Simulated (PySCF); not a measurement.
Cl3Pb (SMILES [Cl][Pb-]([Cl])[Cl]), charge -1, singlet, at a GFN2-xTB geometry (such geometries of metal compounds can be far from the true shape) (core potentials on Pb). Base run: DF-HF/def2-SVP run with PySCF.

PySCF was given this input:
```python
from pyscf import gto, scf

mol = gto.M(
    atom='''
Pb   -0.00361800    0.00715892    0.42408556
Cl    2.27112670   -0.56342976   -0.65322014
Cl   -0.64852821    2.22612561   -0.72521865
Cl   -1.60514694   -1.69722710   -0.66715038
''',
    basis='def2-svp',
    ecp={'Pb': 'def2-svp'},
    charge=-1,
    verbose=5,
)

mf = scf.RHF(mol)
mf = mf.density_fit(auxbasis='def2-universal-jkfit')
mf.kernel()
mf.analyze()
```

Variants of this job, named by their change:

```
change              basis functions       E (Eh)  HOMO (eV)  HOMO-LUMO gap (eV)
------------------  ---------------  -----------  ---------  ------------------
base                             80  -1570.12672      -4.93               11.12
basis = LANL2DZ                  32    -47.72423      -5.43               10.93
basis = def2-SV(P)               80  -1570.12672      -4.93               11.12
basis = def2-SVPD                 ?            ?          ?                   ?
basis = def2-TZVP               161  -1570.61503      -5.38               10.81
basis = def2-TZVPP              176  -1570.61510      -5.38               10.81
basis = def2-TZVPD                ?            ?          ?                   ?
```

Task: Some entries are withheld; supply them.

Result: 
- basis = def2-SVPD, basis functions: 113
- basis = def2-SVPD, E (Eh): -1570.16917
- basis = def2-SVPD, HOMO (eV): -5.53
- basis = def2-SVPD, HOMO-LUMO gap (eV): 9.96
- basis = def2-TZVPD, basis functions: 194
- basis = def2-TZVPD, E (Eh): -1570.61913
- basis = def2-TZVPD, HOMO (eV): -5.49
- basis = def2-TZVPD, HOMO-LUMO gap (eV): 9.71

Totals compare only among sets that treat the same electrons; sets with core potentials leave the core out.
